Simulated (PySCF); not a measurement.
Job for PySCF: D3(BJ) and D4 dispersion corrections on AsH3N2 (a complex), monomers drawn apart or pushed together.

```python
from pyscf import gto
from pyscf.dispersion import dftd3, dftd4

mol = gto.M(
    atom='''
    N     0.24158190   -0.23289790   -1.00821241
    N     0.46009790   -0.69625344   -0.04515045
    As   -0.30524247    0.03415926    2.94038631
    H     1.17954566   -0.30284167    3.01121640
    H    -0.68847502   -1.43407360    2.79641189
    H    -0.44998800   -0.01515566    4.45837259
    ''',
    basis='def2-svp',
    charge=0, spin=0, verbose=0, max_memory=1800)
d3, d4 = {}, {}
for xc in ['hf', 'pbe', 'blyp', 'revpbe', 'tpss', 'r2scan', 'b3lyp', 'pbe0', 'bhlyp', 'camb3lyp', 'b2plyp']:
    d3[xc] = float(dftd3.DFTD3Dispersion(mol, xc=xc, version='d3bj', atm=False).get_dispersion()['energy'])
    print(f'D3(BJ) {xc:10s} {d3[xc]:14.8f} Eh')
for xc in ['hf', 'pbe', 'blyp', 'revpbe', 'tpss', 'r2scan', 'b3lyp', 'pbe0', 'bhlyp', 'camb3lyp', 'b2plyp']:
    d4[xc] = float(dftd4.DFTD4Dispersion(mol, xc={'camb3lyp': 'cam-b3lyp'}.get(xc, xc), atm=True).get_dispersion()['energy'])
    print(f'D4     {xc:10s} {d4[xc]:14.8f} Eh')
```

It printed:

```
D3(BJ) hf            -0.02539893 Eh
D3(BJ) pbe           -0.00315141 Eh
D3(BJ) blyp          -0.00681637 Eh
D3(BJ) revpbe        -0.00779772 Eh
D3(BJ) tpss          -0.00405152 Eh
D3(BJ) r2scan        -0.00092016 Eh
D3(BJ) b3lyp         -0.00558773 Eh
D3(BJ) pbe0          -0.00280398 Eh
D3(BJ) bhlyp         -0.00441476 Eh
D3(BJ) camb3lyp      -0.00264580 Eh
D3(BJ) b2plyp        -0.00265490 Eh
D4     hf            -0.00942399 Eh
D4     pbe           -0.00274946 Eh
D4     blyp          -0.00598350 Eh
D4     revpbe        -0.00829930 Eh
D4     tpss          -0.00371894 Eh
D4     r2scan        -0.00071058 Eh
D4     b3lyp         -0.00441286 Eh
D4     pbe0          -0.00235576 Eh
D4     bhlyp         -0.00333637 Eh
D4     camb3lyp      -0.00240759 Eh
D4     b2plyp        -0.00194708 Eh
```

The run finished.

Cost: around 0.03 core-seconds (rough).
